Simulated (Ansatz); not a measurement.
Molecule: dichloro(fluoro)borane, sum formula BCl2F, net charge 0, singlet state. 
Geometry from a B3LYP-D3(BJ)/def2-TZVP (Ansatz, a first-principles code) optimisation:
SMILES: B(Cl)(Cl)F
```xyz
4

B     -0.0055     0.3570     0.0037
F     -0.0258     1.6710     0.0174
Cl    -1.5169    -0.5180    -0.0381
Cl     1.5322    -0.4717     0.0278
```
Charge 0, spin multiplicity 1.

Basis-set convergence of Hartree-Fock and CCSD(T) correlation energies (hartree) with Ansatz. Valence correlation only, unless marked. No spin-orbit coupling. No relativistic terms.

```csv
basis,functions,E(HF),"E(corr, CCSD(T))",rough core time
aug-cc-pV(D+d)Z,110,-1043.29662,-0.62658,under 20 s
aug-cc-pV(T+d)Z,202,[?],[?],22 s
```

Question: Some entries are withheld; supply them.

Answer: 
- aug-cc-pV(T+d)Z, E(HF): -1043.36175
- aug-cc-pV(T+d)Z, E(corr, CCSD(T)): -0.79641
